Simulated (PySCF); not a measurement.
How methods differ on the excitation energy of Mg

Mg [Ne] 3s2 (1S) → Mg [Ne] 3s1 4s1 (3S), as a difference of total energies. Computed with PySCF 2.14 in x2c-QZVPPall with one added diffuse shell each of s, p, d, f type (10s7p6d3f, 82 functions), with the spin-free X2C one-electron Hamiltonian (Gaussian nucleus). Correlated levels: valence: [Ne] frozen. The calculations carry no spin-orbit coupling.

| method | excitation energy (cm⁻¹) |
| --- | --- |
| UHF | 34011 |
| MP2 (valence) | 38769 |
| SCS-MP2 (valence) | 40094 |
| CCSD (valence) | 40489 |

Errors of the correlated levels include the incompleteness of this basis and the frozen core.

With two correlated electrons CCSD is exact in that space.

For comparison: 41197 cm⁻¹ (measured; NIST levels).
